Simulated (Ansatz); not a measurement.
`CB(N)[SiH3]` + H₂ → `CBN` + SiH₄ at 700 K and 1 bar (hydrogenolysis of a B–Si bond).

Computed with Ansatz on PBE0-D4/def2-TZVP structures; ΔE is electronic, products minus reactants. CCSD(T)/CBS adds triple-zeta CCSD(T) − MP2 to the extrapolated MP2 energy (def2 sets, frozen cores). This one scheme is used for every species. One conformer a species, not always the lowest.

```csv
species,CCSD(T)/CBS energy (Eh),H − E (kJ/mol),S (J/(mol·K))
`CB(N)[SiH3]`,-411.48616,325.3,460.3
H₂,-1.17544,46.8,155.3
`CBN`,-121.21267,256.5,356.6
SiH₄,-291.46306,115.5,252.9
```

H − E and S are ideal-gas, rigid-rotor, harmonic terms from PBE0-D4/def2-TZVP, for one conformer and one mirror image of each species. The MP2-based limit puts H₂ 0.8 mEh under its directly extrapolated value; such offsets cancel only in part. 1 Eh = 2625.50 kJ/mol, R = 8.31446 J/(mol·K).

By hand: ΔE, ΔH, ΔS and ΔG.

ΔE = (-121.21267) + (-291.46306) − (-411.48616) − (-1.17544) = -0.01413 Eh = -37.1 kJ/mol. Δ(H − E) = 256.5 + 115.5 − 325.3 − 46.8 = -0.1, so ΔH = -37.2 kJ/mol. ΔS = 356.6 + 252.9 − 460.3 − 155.3 = -6.1 J/(mol·K). ΔG = -37.2 − 700 × (-6.1)/1000 = -32.9 kJ/mol.

By hand: the equilibrium constant, and the temperature at which ΔG would vanish if ΔH and ΔS stayed fixed.

log₁₀ K = −ΔG/(RT ln 10) = 2.5. ΔG = 0 at ΔH/ΔS = 6098 K, far beyond where these terms or the molecules hold.

The number of gas molecules stays the same, so ΔS is small and ΔH decides. A doubt of 5 kJ/mol in ΔE shifts log₁₀ K by 0.4 here. Other conformers and mirror images would add mixing entropy, several J/(mol·K) or more a flexible species. These are equilibria of isolated gas molecules and say nothing of rates. Largest T1 diagnostic: 0.013 (customary marks: 0.02 for closed shells, 0.045 for open ones).
